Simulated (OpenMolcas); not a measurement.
OpenMolcas timings: doublet [TiO2]+

[TiO2]+: 3 atoms, total charge +1, spin state doublet. As SMILES of the parent species, `[O]=[Ti]=[O]`. Geometry: relaxed at PBE0-D4/def2-TZVP. That shape belongs to the parent species and isn't relaxed for this state.

```xyz
3

O     0.9210    0.9288    0.4446
Ti    0.1350   -0.4920    0.3316
O    -1.0561   -0.4368   -0.7762
```

Program: OpenMolcas 26.06. Hardware: 1 thread of Arm Neoverse V1, shared host, so times are rough. Two-electron integrals are exact unless an approximation is named.

Question: Estimate their order by wall time, quickest first.
A. energy at UB3LYP/6-31G* (spherical functions), grid UltraFine
B. energy at UHF/STO-3G
C. energy at UB3LYP/aug-cc-pVDZ, grid UltraFine

Answer: B (3.6 s), A (20 s), C (56 s).
